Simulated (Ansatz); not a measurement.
CH6AlBSe (`C[Se][BH][AlH2]`). Total charge 0; spin multiplicity 1. Geometry: relaxed with PBE0-D4/def2-TZVP. It is one conformer, not always the lowest.

```xyz
10

C     0.630   -0.735    1.443
Se    0.323    1.195    1.396
B    -0.349    1.494   -0.344
Al   -0.630   -0.038   -1.764
H     1.033   -0.987    2.422
H    -0.312   -1.261    1.297
H     1.354   -1.010    0.676
H    -0.585    2.657   -0.512
H    -2.003   -0.842   -1.856
H     0.538   -0.471   -2.758
```

Q: What is the dipole moment at B3LYP/def2-TZVPP? (An estimate is asked.)

A: Ansatz gave: 1.19 D, with components (0.41, -0.78, 0.80) D in this frame, pointing from negative to positive charge.

Q: And with PBE, r2SCAN, ωB97M-V? (Estimate.)

A: The calculation gave: PBE 1.36 D, r2SCAN 1.26 D, ωB97M-V 1.12 D.

Q: Give the Mulliken charges with B3LYP, PBE, ωB97M-V in def2-TZVPP. (Best estimate.)

A: Ansatz gave: 
```csv
atom,B3LYP,PBE,ωB97M-V
C1,-0.41,-0.39,-0.47
Se2,0.09,0.11,0.11
B3,-0.16,-0.17,-0.27
Al4,0.30,0.23,0.30
H5,0.14,0.13,0.15
H6,0.14,0.14,0.16
H7,0.14,0.14,0.16
H8,0.05,0.04,0.10
H9,-0.14,-0.12,-0.12
H10,-0.14,-0.12,-0.12
```

B3LYP here is the variant with VWN-RPA as its local correlation; programs differ in this.
